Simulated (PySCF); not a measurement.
C₃H₆BFO, SMILES C1OB(C1)CF. Geometry optimised at PBE-D3(BJ)/def2-SVP. The structure was generated by enumeration, and PubChem lists no compound with its InChIKey, so it may never have been made. The values are those of a single conformer.

Computed equilibrium geometry at PBE-D3(BJ)/def2-SVP (PySCF confirms it by a frequency run) as bond lengths and angles, and its point group (one conformer of several):
point group Cs.
Atoms: F1 C2 B3 C4 C5 O6 H7 H8 H9 H10 H11 H12. Bonded distances (Å): F1–C2 1.394, C2–B3 1.575, C2–H7 1.117, C2–H8 1.117, B3–C4 1.589, B3–O6 1.381, C4–C5 1.544, C4–H9 1.107, C4–H10 1.107, C5–O6 1.470, C5–H11 1.110, C5–H12 1.110. Bond angles (°): F1–C2–B3 112.1, F1–C2–H7 109.2, F1–C2–H8 109.2, B3–C2–H7 110.3, B3–C2–H8 110.3, H7–C2–H8 105.6, C2–B3–C4 139.5, C2–B3–O6 124.8, C4–B3–O6 95.7, B3–C4–C5 80.2, B3–C4–H9 117.1, B3–C4–H10 117.1, C5–C4–H9 115.8, C5–C4–H10 115.8, H9–C4–H10 108.9, C4–C5–O6 94.1, C4–C5–H11 116.2, C4–C5–H12 116.2, O6–C5–H11 110.0, O6–C5–H12 110.0, H11–C5–H12 109.2, B3–O6–C5 90.0.
Charge 0, spin multiplicity 1.
